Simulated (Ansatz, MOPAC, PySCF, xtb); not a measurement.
Torsion H3–S1–Pb2–H4 in H2PbS (SMILES [SH][PbH]); at each angle all else is relaxed with GFN2-xTB, and the levels are single points there.
Geometry at 180° (charge 0, multiplicity 1):
| atom | x (Å) | y (Å) | z (Å) |
|---|---|---|---|
| S | -1.3081 | 0.6863 | 0.2670 |
| Pb | 1.1472 | 0.6665 | -0.2407 |
| H | -1.6013 | -0.5469 | -0.1268 |
| H | 1.3836 | 2.3846 | 0.3430 |

```csv
level,energy at 270° less that at 180° (kJ/mol)
GFN-FF,7.3
AM1,39.1
PM3,32.9
PM6,34.3
PM7,15.7
GFN1-xTB,34.7
GFN2-xTB,37.7
HF/def2-SVP,37.4
HF/def2-TZVPP,37.4
HF/def2-QZVPP,36.7
SVWN5/def2-TZVPP,53.4
PBE/def2-TZVPP,47.2
PBE-D3(BJ)/def2-TZVPP,47.2
PBE-D4/def2-TZVPP,47.2
BLYP/def2-TZVPP,46.3
BLYP-D3(BJ)/def2-TZVPP,46.4
BLYP-D4/def2-TZVPP,46.5
r2SCAN/def2-TZVPP,47.3
r2SCAN-D3(BJ)/def2-TZVPP,47.3
r2SCAN-D4/def2-TZVPP,47.3
B3LYP/LANL2DZ,46.4
B3LYP-D3(BJ)/def2-TZVPP,44.4
B3LYP-D4/def2-TZVPP,44.3
PBE0/def2-TZVPP,44.4
PBE0-D3(BJ)/def2-TZVPP,44.4
PBE0-D4/def2-TZVPP,44.4
M06-2X/def2-TZVPP,39.9
wB97X-V/def2-TZVPP,41.7
wB97M-V/def2-TZVPP,42.6
MP2/def2-SVP,45.5
MP2/def2-TZVPP,42.0
MP2/def2-QZVPP,40.9
"MP2/CBS(def2-TZVPP, def2-QZVPP)",40.6
SCS-MP2/def2-SVP,43.4
SCS-MP2/def2-TZVPP,40.3
SCS-MP2/def2-QZVPP,39.2
CCSD/def2-SVP,42.8
CCSD/def2-TZVPP,39.2
CCSD(T)/def2-SVP,45.6
CCSD(T)/def2-TZVPP,41.1
```

The rows run from 7.3 (GFN-FF) to 53.4 kJ/mol (SVWN5/def2-TZVPP). In def2-TZVPP the value moves HF 37.4, MP2 42.0, CCSD 39.2, CCSD(T) 41.1, a shift of 3.7 from HF to CCSD(T). From def2-SVP to def2-TZVPP CCSD(T) changes by -4.5. The dispersion term adds 0.1 in PBE-D3(BJ), 0.1 in PBE-D4, 0.2 in BLYP-D3(BJ). The 8 functionals in def2-TZVPP without D3 or D4 span 13.5, from M06-2X to SVWN5.

On the grid 0° to 330°, 270° is the highest and 180° the lowest point at wB97M-V/def2-TZVPP.

Cores are frozen in the correlated methods. Filled d and f shells under p-block atoms count as core. CBS(a, b) extrapolates the correlation energy as X⁻³ and adds the Hartree–Fock energy of set b. Rows in LANL2DZ carry no dispersion term and start afresh at each structure. LANL2DZ brings its own core potentials from Na on. The state reached by AM1, PM3, PM6, PM7 isn't checked; PM7 holds dispersion and hydrogen-bond terms.

Programs: Ansatz (Gaussian orbitals); MOPAC for AM1, PM3, PM6, PM7 (differences of heats of formation); PySCF for LANL2DZ rows, M06-2X, the dispersion terms; xtb for the GFN methods. Each number belongs to the level named beside it. In def2 rows elements past Kr take small-core potentials, without spin–orbit coupling.

Ansatz is an electronic-structure program.
